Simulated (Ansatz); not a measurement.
`C[O][Y]([NH2])[Cl]` + HCl → `[NH2][Y]([Cl])[Cl]` + CH₃OH at 298.15 K and 1 bar (ligand exchange at a Y–O bond).

Computed with Ansatz on PBE0-D4/def2-TZVP structures; ΔE is electronic, products minus reactants. CCSD(T)/CBS is the MP2 limit (def2-TZVPP, def2-QZVPP) plus CCSD(T) − MP2 in def2-TZVPP, frozen cores. This one scheme is used for every species. Elements past krypton have def2 core potentials. For Y outer-core shells are correlated without core-valence functions, which leaves a few kJ/mol of doubt a bond. Each species was taken in one conformer, which may not be the lowest.

| species | CCSD(T)/CBS energy (Eh) | H − E (kJ/mol) | S (J/(mol·K)) |
| --- | --- | --- | --- |
| `C[O][Y]([NH2])[Cl]` | -669.14799 | 200.3 | 420.8 |
| HCl | -460.38127 | 26.6 | 186.8 |
| `[NH2][Y]([Cl])[Cl]` | -1013.93151 | 89.7 | 361.7 |
| CH₃OH | -115.61712 | 146.3 | 238.2 |

H − E and S are ideal-gas, rigid-rotor, harmonic terms from PBE0-D4/def2-TZVP, for one conformer and one mirror image of each species. 1 Eh = 2625.50 kJ/mol, R = 8.31446 J/(mol·K).

**Question.** By hand: ΔE, ΔH, ΔS and ΔG.

**Answer.** ΔE = (-1013.93151) + (-115.61712) − (-669.14799) − (-460.38127) = -0.01937 Eh = -50.9 kJ/mol. Δ(H − E) = 89.7 + 146.3 − 200.3 − 26.6 = 9.1, so ΔH = -41.8 kJ/mol. ΔS = 361.7 + 238.2 − 420.8 − 186.8 = -7.7 J/(mol·K). ΔG = -41.8 − 298.15 × (-7.7)/1000 = -39.5 kJ/mol.

**Question.** By hand: the equilibrium constant, and the temperature at which ΔG would vanish if ΔH and ΔS stayed fixed.

**Answer.** log₁₀ K = −ΔG/(RT ln 10) = 6.9. ΔG = 0 at ΔH/ΔS = 5429 K, far beyond where these terms or the molecules hold.

The number of gas molecules stays the same, so ΔS is small and ΔH decides. A doubt of 5 kJ/mol in ΔE shifts log₁₀ K by 0.9 here. Other conformers and mirror images would add mixing entropy, several J/(mol·K) or more a flexible species. Modes under 60 cm⁻¹, often nearly free rotors, make the harmonic entropy too high. These are equilibria of isolated gas molecules and say nothing of rates. Largest T1 diagnostic: 0.013 (customary marks: 0.02 for closed shells, 0.045 for open ones).
